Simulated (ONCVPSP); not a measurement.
# Configuration tests for beryllium (ONCV)

```
Element                 : beryllium
Generator               : ONCVPSP 4.0.1
Type                    : optimised norm-conserving Vanderbilt (ONCV)
Functional              : PBE
Relativity              : scalar-relativistic
Frozen core             : [He]
Valence charge          : 2
Reference configuration : 2s1.5 (charge +0.5)
Partial waves           : 2s: rc 2.42 bohr, ncon 4, nbas 7, qcut 4 1/bohr, 1 projector; p scattering state at 0.39 Ha: rc 1.40 bohr, ncon 4, nbas 8, qcut 7 1/bohr, local
Local potential         : the p channel
Core correction         : Teter function, fcfact 5.75, rcfact 1.25
```

In the p channel the program set the typed energies aside and used 0.050 Ha.

Energies are relative to the spin-unpolarised reference configuration 2s1.5; without spin polarisation the order of configurations can differ from experiment.

**Question.** Give the all-electron excitation energy and the error of the potential for: 2s2; 2s1; 2s1 2p1; 2s0 2p2.

**Answer.**

| valence configuration | charge | ΔE all-electron (eV) | error AE − PS (meV) |
| --- | --- | --- | --- |
| 2s2 | 0 | -3.761 | +2.5 |
| 2s1 | +1 | 5.790 | +5.6 |
| 2s1 2p1 | 0 | -0.148 | +2.8 |
| 2s0 2p2 | 0 | 3.491 | +7.4 |
